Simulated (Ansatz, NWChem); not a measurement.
Worked example: the enthalpy of formation of BCl3 (boron trichloride)

BCl3 has 4 atoms, charge 0, and is taken as a singlet. As SMILES, `ClB(Cl)Cl`. The coordinates come from a PBE0-D4/def2-TZVP relaxation.

Total energies at MP2/6-311+G**, 16 core orbitals frozen (NWChem 7.3.0); the atoms run unrestricted:

```
species    state   energy (Eh)
   BCl3  singlet  -1403.840495
     Cl  doublet   -459.586161
      B  doublet    -24.569729
```

Harmonic wavenumbers at PBE0-D4/def2-TZVP, in cm⁻¹: 253, 253, 458, 476, 976, 976.

Measured heats of formation of the gaseous atoms at 298.15 K, in kJ/mol: Cl 121.3, B 570.3. Spin-orbit lowering of the atoms at 298 K (mean of the ground term's levels less their thermal mean, from spectra), in kJ/mol: Cl 3.44, B 0.00. Take 1 Eh = 2625.50 kJ/mol, 1 cm⁻¹ = 0.0119627 kJ/mol, RT = 2.479 kJ/mol.

Question: Work out the heat of formation of the gas at 298 K.

Answer: 
1. Electronic atomisation energy: 3 × (-459.586161) + (-24.569729) − (-1403.840495) = 0.512283 Eh = 1345.0 kJ/mol.
2. Zero-point energy: half the sum of the wavenumbers, 1696 cm⁻¹ = 20.3 kJ/mol.
3. Thermal vibrational enthalpy, Σ hcν̃/(exp(hcν̃/kT) − 1): 4.1 kJ/mol. Translation, rotation and pV of a non-linear molecule: 4 RT = 9.9 kJ/mol.
4. The 4 free atoms carry 5/2 RT each: 24.8 kJ/mol.
5. Spin-orbit coupling lowers the free atoms by 3 × 3.44 + 0.00 = 10.3 kJ/mol.
6. Atomisation enthalpy at 298 K: 1345.0 − 10.3 − 20.3 − 4.1 − 9.9 + 24.8 = 1325.2 kJ/mol.
7. Sum of the atoms' heats of formation: 934.2 kJ/mol. Heat of formation: 934.2 − 1325.2 = -391.0 kJ/mol.

The tabulated value is -403.0 kJ/mol (NIST-JANAF tables), so this level is off by +12.0 kJ/mol, or 0.9 % of the atomisation enthalpy that the table implies (1337.2 kJ/mol). Perturbation theory converges slowly with the basis for atomisation. Anharmonicity and any spin-orbit splitting of the molecule are left out, and cores are frozen in the wave-function part.
